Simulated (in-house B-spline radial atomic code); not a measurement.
# RPA and G0W0 on CAM-B3LYP: Mn+

Configuration [Ar] 3d5 4s1, highest spin, mean-field start CAM-B3LYP. Computed with a B-spline radial code for spherical atoms: all electrons, non-relativistic, point nucleus, each spin shell either full or empty, empty states to l = 9 with an (l + 1/2)⁻⁴ tail; G0W0 by contour deformation at full frequency.

Command:
```bash
python run_gw.py task.json out
```
Settings (radii: box in bohr, nucleus in fm):
```
Z                        25
electrons                24
configuration            [Ar] 3d5 4s1
hamiltonian              nr
method                   camb3lyp
lmax                     9
spin_polarised           True
box_radius               23.78
intervals                52
ion_configuration        [Ar] 3d5
```

Cost of the run: 8.4 s on 1 thread of Arm Neoverse N1 (shared host).

Energies (hartree):

```
                                     term        value
                         mean-field total  -1150.79421
Hartree-Fock functional on these orbitals  -1149.63314
                      direct second order      -1.7923
                    second-order exchange      0.59415
                         SOSEX correction      0.53957
```

**Question.** What is the RPA correlation energy, and what remains with SOSEX?

**Answer.** RPA gives -1.5467 hartree (-1.75 eV per electron); RPA + SOSEX gives -1.0071, and the second-order doubles -1.1981 hartree (no singles). SOSEX takes back 35 % of the RPA value.

Quasi-particle levels (eV):

| level | occupied | mean field | Σx - vxc | Σc | QP weight | G0W0 |
| --- | --- | --- | --- | --- | --- | --- |
| 4s up | yes | -14.289 | -0.73 | ? | ? | ? |
| 3d up | yes | -20.223 | -5.36 | 1.79 | 0.877 | -23.799 |
| 3p down | yes | -63.02 | -6.06 | 2.53 | 0.854 | -66.56 |
| 4s down | no | -8.888 | 3.39 | -1.75 | 0.938 | -7.245 |

G0W0 = mean field + (Σx - vxc) + Σc, with Σc (partial-wave tail included) taken at the quasi-particle energy. Only the outer levels were computed. Levels of low weight are left out.

**Question.** Where does G0W0 put 4s up?

**Answer.** At -16.120 eV, with Σc = -1.10 eV and a quasi-particle weight of 0.957. The tabulated removal energy is 15.640 eV (NIST, measured); the calculation leaves out relativity, Breit and QED terms, and what these don't explain is the method's own error.

**Question.** What does it cost to remove one electron (to [Ar] 3d5) by differences of total energies, each species on its own start (correlation terms add to the Hartree-Fock functional)?

**Answer.** CAM-B3LYP 15.789 eV, Hartree-Fock functional 14.626 eV, + RPA 15.854 eV, + RPA + SOSEX 15.283 eV, + second order 15.737 eV. Tabulated: 15.640 eV (NIST, measured); the calculation leaves out relativity, Breit and QED terms, and what these don't explain is the method's own error.
